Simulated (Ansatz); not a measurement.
Geometry optimisation, RKS PBE0-D4/6-31G (Ansatz).

Input:

```yaml
crystal:
  periodic: [false, false, false]
  atoms:
    - { symbol: B, position_ang: [0.0616, 1.14, 1.9549] }
    - { symbol: Al, position_ang: [-0.5359, 0.1226, 0.2571] }
    - { symbol: C, position_ang: [-0.8727, 1.0831, -1.4739] }
    - { symbol: O, position_ang: [-0.639, -1.6871, 0.3332] }
    - { symbol: Al, position_ang: [0.956, -2.3422, -0.1039] }
    - { symbol: H, position_ang: [0.1372, 2.3739, 1.8861] }
    - { symbol: H, position_ang: [0.2352, 0.6179, 2.9631] }
    - { symbol: H, position_ang: [-1.0739, 0.3647, -2.2527] }
    - { symbol: H, position_ang: [-1.66, 1.8302, -1.2911] }
    - { symbol: H, position_ang: [0.0892, 1.6155, -1.7323] }
    - { symbol: H, position_ang: [2.0236, -2.5676, 1.0878] }
    - { symbol: H, position_ang: [1.3557, -2.6062, -1.5942] }
basis:
  gaussian: { orbitals: "6-31G" }
hamiltonian:
  xc: pbe0
  dispersion: d4
relax:
  f_tol: 0.015
  max_steps: 40
```

Launched with:

```bash
$ ansatz run input.yaml --threads 1 --pin off --max-ram 2048MiB --backend cpu --events-out ev --progress --plain --runs-dir out
```

Task: Where does it end, and by what steps?

Result: The forces met the threshold. The force dipped under the threshold on the way, but the program's further checks kept it going. Limits of this set-up: no polarisation functions. After 31 steps the energy has fallen by 1.197 eV; H12 moved furthest, 2.16 Å.

```tsv
step	energy less start (eV)	largest force component (eV/Å)	accepted
0	0.0000	1.766	yes
2	-0.6704	0.670	yes
4	-0.9093	0.346	yes
6	-1.0305	0.324	yes
8	-1.0822	0.345	yes
10	-1.1178	0.184	yes
12	-1.1331	0.011	yes
14	-1.1338	0.085	yes
16	-1.1412	0.022	yes
18	-1.1493	0.197	yes
20	-1.1555	0.305	yes
22	-1.1855	0.103	yes
24	-1.1890	0.152	yes
26	-1.1955	0.041	yes
28	-1.1964	0.070	yes
30	-1.1969	0.019	yes
31	-1.1970	0.013	yes
```

```xyz
12
Properties=species:S:1:pos:R:3
B -0.428 1.212 2.142
Al -0.212 0.433 0.166
C -0.828 1.302 -1.497
O 0.581 -1.098 0.010
Al 1.359 -2.611 -0.193
H 0.393 1.930 2.649
H -1.382 0.971 2.833
H -1.479 0.626 -2.067
H -1.382 2.228 -1.304
H 0.028 1.547 -2.141
H 2.952 -2.643 -0.413
H 0.474 -3.952 -0.151
```

Whether the end is a true minimum wasn't checked by a vibrational analysis.

The run took 2.4 min on 1 thread of Arm Neoverse V2, on a shared host, peak memory 0.17 GiB.
